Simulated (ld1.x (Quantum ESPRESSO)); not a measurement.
**u(r) = r·R(r): atom against pseudo-atom (In (Z = 49))**

Columns: radius, all-electron u(r) and pseudo u(r) of the 4p shell (level -79.54 eV) of indium in the configuration [Ar] 3d10 4s2 4p6 4d10 5s1 5p2; BLYP, scalar-relativistic, TM semilocal scheme, ld1.x (Quantum ESPRESSO) 7.5.

```json
{"r (bohr)": "0.080", "all-electron": "0.4003", "pseudo": "0.0182"}
{"r (bohr)": "0.160", "all-electron": "-0.2476", "pseudo": "0.0733"}
{"r (bohr)": "0.240", "all-electron": "-0.6469", "pseudo": "0.1661"}
{"r (bohr)": "0.320", "all-electron": "-0.5153", "pseudo": "0.2970"}
{"r (bohr)": "0.400", "all-electron": "-0.1032", "pseudo": "0.4639"}
{"r (bohr)": "0.480", "all-electron": "0.3550", "pseudo": "0.6572"}
{"r (bohr)": "0.560", "all-electron": "0.7355", "pseudo": "0.8560"}
{"r (bohr)": "0.640", "all-electron": "0.9973", "pseudo": "1.0295"}
{"r (bohr)": "0.720", "all-electron": "1.1437", "pseudo": "1.1476"}
{"r (bohr)": "0.800", "all-electron": "1.1951", "pseudo": "1.1948"}
{"r (bohr)": "0.880", "all-electron": "1.1778", "pseudo": "1.1778"}
{"r (bohr)": "0.960", "all-electron": "1.1156", "pseudo": "1.1156"}
{"r (bohr)": "1.040", "all-electron": "1.0272", "pseudo": "1.0272"}
{"r (bohr)": "1.120", "all-electron": "0.9264", "pseudo": "0.9264"}
{"r (bohr)": "1.200", "all-electron": "0.8227", "pseudo": "0.8227"}
{"r (bohr)": "1.280", "all-electron": "0.7219", "pseudo": "0.7219"}
{"r (bohr)": "1.360", "all-electron": "0.6275", "pseudo": "0.6275"}
{"r (bohr)": "1.440", "all-electron": "0.5414", "pseudo": "0.5414"}
{"r (bohr)": "1.520", "all-electron": "0.4643", "pseudo": "0.4643"}
{"r (bohr)": "1.600", "all-electron": "0.3962", "pseudo": "0.3962"}
{"r (bohr)": "1.680", "all-electron": "0.3368", "pseudo": "0.3368"}
{"r (bohr)": "1.760", "all-electron": "0.2853", "pseudo": "0.2853"}
{"r (bohr)": "1.840", "all-electron": "0.2409", "pseudo": "0.2409"}
{"r (bohr)": "1.920", "all-electron": "0.2030", "pseudo": "0.2030"}
{"r (bohr)": "2.000", "all-electron": "0.1707", "pseudo": "0.1707"}
{"r (bohr)": "2.080", "all-electron": "0.1432", "pseudo": "0.1432"}
```

How many radial nodes do the two functions have?

The all-electron 4p function has n − l − 1 = 2; the pseudo-wave has 0, since the states of the same l below it are removed with the core.

At about which radius was the pseudo-wave matched?

0.95 bohr. The columns agree to 0.0005 from 0.80 bohr on; several derivatives are matched, so the curves merge somewhat inside the radius.

Is the pseudo-wave norm-conserving?

Yes: the TM semilocal scheme keeps the norm inside the radius equal to the all-electron one, which fixes the energy derivative of the logarithmic derivative at the level.
